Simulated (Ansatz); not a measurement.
Program: Ansatz. Geometries: PBE0-D4/def2-TZVP. ΔE: electronic, gas phase. CCSD(T)/CBS adds triple-zeta CCSD(T) − MP2 to the extrapolated MP2 energy (def2 sets, frozen cores). This one scheme is used for every species. Functionals use def2-TZVPP. Elements past krypton have def2 core potentials. For Sn outer-core shells are correlated without core-valence functions, which leaves a few kJ/mol of doubt a bond. Each species was taken in one conformer, which may not be the lowest.

Consider the cleavage of the Sn–Si bond: `N[SiH2][SnH3]` + `NCF` → `FC[NH][SnH3]` + `N[SiH3]`.

```tsv
level	ΔE (kJ/mol)
ωB97X-V	28.8
MP2/def2-QZVPP	25.1
SCS-MP2/def2-QZVPP	20.9
CCSD/CBS(def2)	29.5
```

**Question.** What does CCSD(T)/CBS give? (An estimate is asked.)

**Answer.** Computed: +28.6 kJ/mol. The listed levels differ from it by 0.2, -3.5, -7.7, 0.9 kJ/mol.

Largest T1 diagnostic among the species: 0.013.
